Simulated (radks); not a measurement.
Cs2+, configuration [Kr] 4d8 5s2 5p5 4f2 (not the ground configuration).

Calculated with a radial shooting solver on a logarithmic mesh with Libxc functionals: non-relativistic Kohn-Sham, XLYP, spin-unpolarised, spherical densities, point nucleus; relativity is left out, which matters for an element this heavy.

Energy parts (eV):
| part | energy |
|---|---|
| total | -205443.06 |
| kinetic | 205380.33 |
| electron-nucleus | -485652.99 |
| Hartree | 79897.10 |
| exchange-correlation | -5067.50 |

Orbitals (lengths in bohr, moments of r in powers of bohr; <r^-3> diverges for s and p1/2):
| orbital | occ. | eigenvalue (eV) | <r^-3> | <r^4> | <r^2> |
|---|---|---|---|---|---|
| 1s | 2 | -34272.72 | - | 2.632e-06 | 0.001020 |
| 2s | 2 | -5261.698 | - | 0.0004620 | 0.01652 |
| 2p | 6 | -4960.696 | 5513 | 0.0002992 | 0.01238 |
| 3s | 2 | -1114.095 | - | 0.01883 | 0.1117 |
| 3p | 6 | -986.0538 | 1053 | 0.01783 | 0.1063 |
| 3d | 10 | -748.0297 | 173.4 | 0.01404 | 0.08822 |
| 4s | 2 | -228.0464 | - | 0.4970 | 0.5844 |
| 4p | 6 | -181.6477 | 219.1 | 0.5980 | 0.6318 |
| 4d | 8 | -101.2191 | 29.15 | 0.9804 | 0.7741 |
| 5s | 2 | -42.1153 | - | 16.66 | 3.367 |
| 5p | 5 | -29.9584 | 31.08 | 28.42 | 4.323 |
| 5d | 0 | -13.3608 | 2.204 | 140.2 | 9.256 |
| 4f | 2 | -12.8353 | 2.711 | 17.89 | 2.476 |
| 6s | 0 | -12.2047 | - | 485.0 | 18.62 |

The highest occupied level is 4f at -12.835 eV. The configuration is held as typed, so some empty levels lie below it. The electron density at the nucleus is 1.177e+05 e/bohr^3. Summed over all electrons, <r^2> = 46.30 bohr^2, which gives a Langevin (diamagnetic) susceptibility term of -36.7 x 10^-6 cm^3/mol.
